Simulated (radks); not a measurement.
Values are calculated unless marked as measured or tabulated.
Valence configurations of the lanthanum ion La+ (all share [Xe]). Code: a radial shooting solver on a logarithmic mesh with Libxc functionals. Model: Dirac Kohn-Sham, PBEsol, spin-unpolarised, spherical densities, point nucleus; open shells fill j = l - 1/2 first. Energies are relative to 5d2; eigenvalues in eV.

valence      E (eV)  e(4f5/2)  e(5d3/2)  e(6p1/2)  e(6s1/2)
5d1.5 6s0.5  -0.033         -    -7.905         -    -7.864
5d2           0.000         -    -7.204         -         -
5d1 6s1       0.044         -    -8.623         -    -8.353
4f1 6s1       0.310    -5.407         -         -    -7.804
4f1 5d1       0.890    -3.668    -6.138         -         -
5d1.5 6p0.5   1.308         -    -8.275    -5.457         -
5d1 6p1       2.825         -    -9.339    -6.078         -
4f1 6p1       2.856    -6.329         -    -5.769         -
5d0.5 6p1.5   4.579         -   -10.393    -6.629         -
6p2           6.594         -         -    -7.135         -

NIST lists [Xe] 5d2 as the ground configuration; this level of theory puts 5d1.5 6s0.5 lower, by 0.033 eV. The energies are those of spherical spin-averaged densities, not of single terms.
